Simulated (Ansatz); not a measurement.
[Eu(H2O)6]3+ (EuO6H12³⁺). Charge 3, multiplicity 7. Geometry r2SCAN-D4/def2-SVP; atoms count from 1.

```xyz
19

Eu    0.002   -0.003   -0.002
O    -2.092    0.054    1.139
H    -2.258    0.321    2.066
H    -2.972   -0.225    0.813
O     2.098   -0.056   -1.139
H     2.977    0.222   -0.811
H     2.265   -0.315   -2.069
O     0.367   -2.203    0.843
H    -0.208   -2.734    1.431
H     1.159   -2.766    0.719
O    -0.361    2.200   -0.843
H    -1.154    2.761   -0.721
H     0.215    2.732   -1.429
O     1.099    0.887    1.920
H     1.298    1.827    2.110
H     1.500    0.406    2.672
O    -1.110   -0.885   -1.919
H    -1.515   -0.400   -2.667
H    -1.310   -1.824   -2.113
```

In the def2 sets Eu takes a core potential; there is no spin–orbit coupling. With an open 4f shell the SCF may have ended on a state above the lowest. No other spin state of charge 3 was run.

(1) Estimate the Mulliken populations from the PBE0/def2-TZVP orbitals of Ansatz.

(2) Where does the spin sit?

Results:

(1) 
| atom | charge (e) | spin (α − β) | d electrons |
| --- | --- | --- | --- |
| Eu1 | 1.98 | 6.04 | 10.60 |
| O2 | -0.69 | -0.01 | – |
| H3 | 0.43 | 0.00 | – |
| H4 | 0.43 | 0.00 | – |
| O5 | -0.70 | -0.01 | – |
| H6 | 0.43 | 0.00 | – |
| H7 | 0.43 | 0.00 | – |
| O8 | -0.70 | -0.01 | – |
| H9 | 0.43 | 0.00 | – |
| H10 | 0.43 | 0.00 | – |
| O11 | -0.70 | -0.01 | – |
| H12 | 0.43 | 0.00 | – |
| H13 | 0.43 | 0.00 | – |
| O14 | -0.70 | -0.01 | – |
| H15 | 0.43 | 0.00 | – |
| H16 | 0.43 | 0.00 | – |
| O17 | -0.70 | -0.01 | – |
| H18 | 0.43 | 0.00 | – |
| H19 | 0.43 | 0.00 | – |
Mulliken values and Mayer orders depend strongly on the basis.

(2) Summed by element: Eu 6.04, O -0.04, H 0.00, of 6 unpaired in all. Largest on single atoms: Eu1 6.04, O14 -0.01, O5 -0.01.
